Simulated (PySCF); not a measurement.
**Correlation energy of O²⁺ (oxygen, charge +2)**

[He] 2s2 2p2, high-spin 3P determinant. All numbers are calculated (PySCF 2.14, no relativity, point nucleus, in dyall-acv3z). Frozen: nothing; 6 electrons correlated; the 5 highest virtual orbitals of each spin left out.

```tsv
level	correlation energy (mhartree)
CCSD	-153.04
(T)	-1.65
CCSD(T)	-154.69
```

Diagnostics: T1 = 0.0041, D1 = 0.0102, largest double amplitude 0.120.

Cost of the coupled-cluster step: roughly 8 core-seconds, for 6 correlated electrons.
